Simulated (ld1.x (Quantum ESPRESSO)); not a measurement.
**In (Z = 49): PAW pseudisation with BLYP, scalar-relativistic reference atom.**

```
Element                 : In
Generator               : ld1.x (Quantum ESPRESSO) 7.5
Type                    : PAW
Functional              : BLYP
Relativity              : scalar-relativistic
Frozen core             : [Kr]
Valence charge          : 13
Reference configuration : 4d10 5s0 5p0 (charge +3)
Partial waves           : 5s (bound, empty): rcut 1.45, rcutus 1.90 bohr; 5s channel at -1.85 Ry: rcut 1.45, rcutus 1.90 bohr; 5p (bound, empty): rcut 2.00, rcutus 2.70 bohr; 5p channel at -1.05 Ry: rcut 2.00, rcutus 2.70 bohr; 4d (bound): rcut 1.10, rcutus 1.45 bohr; 4d channel at -1.7 Ry: rcut 1.10, rcutus 1.45 bohr
Local potential         : all-electron potential smoothed inside 1.95 bohr (lloc = -1)
Core correction         : Bessel-smoothed model core, default radius (core density twice the valence density)
Augmentation charge     : PSQ, radius 0.80 bohr
```

All-electron outer shells of the reference configuration (BLYP, scalar-relativistic, ld1.x):

```tsv
shell	level (eV)	outermost node (bohr)	outermost maximum (bohr)
4p	-107.58	0.42	0.82
4d	-47.76	0.40	0.92
5s	-33.38	1.02	1.98
5p	-25.07	1.12	2.33
```

Estimate the cutoffs (Ry, on a coarse ladder) from which the occupation-weighted sum of valence levels, in a spherical-Bessel basis at the reference potential, stays within 10 and 1 mRy of its value at 400 Ry.

70 Ry and 100 Ry.

What does a ghost test show?

Ghost state, extra bound levels that the all-electron valence spectrum of the same l lacks: s at -53.3 eV. A true bound ghost makes a file unfit for plane-wave use.

Is the overlap operator S = 1 + Σ q|β⟩⟨β| positive definite (Bessel basis up to 400 Ry)?

Yes: its lowest eigenvalue is 0.50 (p channel).

Test run stopped at test 1 of 7 (negative rho).
